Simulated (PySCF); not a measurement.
Identify the compound

Molecular formula: C5H6F2OSi. Simulated spectra:

¹H NMR (400 MHz, computed): δ 7.15 (m, 1H), 6.62 (m, 1H), 6.08 (d, 1H), 5.71 (m, 1H), 4.69 (m, 2H).

¹³C{¹H} NMR (computed): δ 172.2 (C), 156.5 (CH), 124.6 (CH), 123.0 (CH), 121.8 (CH).

[PySCF 2.14: σ from GIAO-PBE0/pcSseg-1; GFN2-xTB geometry; no relativistic terms; equivalent nuclei averaged; a single conformation; no solvent]

References, each an isolated molecule treated in the same way: TMS for ¹H (31.72 ppm), ¹³C (186.93 ppm).

Which of these isomers gave the spectra?
A. FCOC1=C(F)C=C[SiH2]1
B. FC(F)c1coc([SiH3])c1
C. C#C[SiH2]OC(=C)C(F)F
D. C#C/C=C/CO[SiH](F)F
E. FC(F)OC1=CC=C[SiH2]1

Results:

E. 

- Rings plus π bonds: 3 (1 ring in the answer).
- 5 carbon signals for 5 carbons: no two carbons are equivalent.
- Carbon types of the structure: 1 × C, 4 × CH, leaving 2 H on heteroatoms.
- δC 172.2: alkene carbon bearing oxygen; an sp2 carbon further deshielded by the attached heteroatom.
- δC 156.5, 121.8: alkene CH; an sp2 carbon of a C=C bond.
- δC 124.6: β carbon of an enol-ether or enamine type C=C.
- δC 123.0: sp3 CH bonded to 2 F and O; 3 electronegative neighbours deshield it.
- δH 6.62: hydrogen on an sp3 CH bonded to 2 F and O; its carbon carries F and O, which withdraws density.

The others: FC(F)c1coc([SiH3])c1 would give 4 signals for carbon-bound and other non-exchanging H, not 5; C#C[SiH2]OC(=C)C(F)F has carbons computed at 158.5, 116.1, 105.2, 101.8, 89.3, with a different DEPT pattern; FCOC1=C(F)C=C[SiH2]1 would give 4 signals for carbon-bound and other non-exchanging H, not 5; C#C/C=C/CO[SiH](F)F has carbons computed at 153.0, 117.7, 90.3, 85.6, 67.6, with a different DEPT pattern.

Splittings by ¹⁹F in the carbon and heteronuclear signals aren't shown, as no couplings were computed. Shifts are as computed. Against solution values, carbons near 30 ppm lie about +3 ppm off and those near 130 ppm about +5 ppm. Of 1211 compounds with measured shifts, 218 miss one by over three times the rms of a fit or turn the order of signals round; such compounds aren't used in these exercises. Multiplicities follow the n + 1 count of equivalent neighbours, as no J values were calculated; m marks all less simple cases, F and P coupling included.
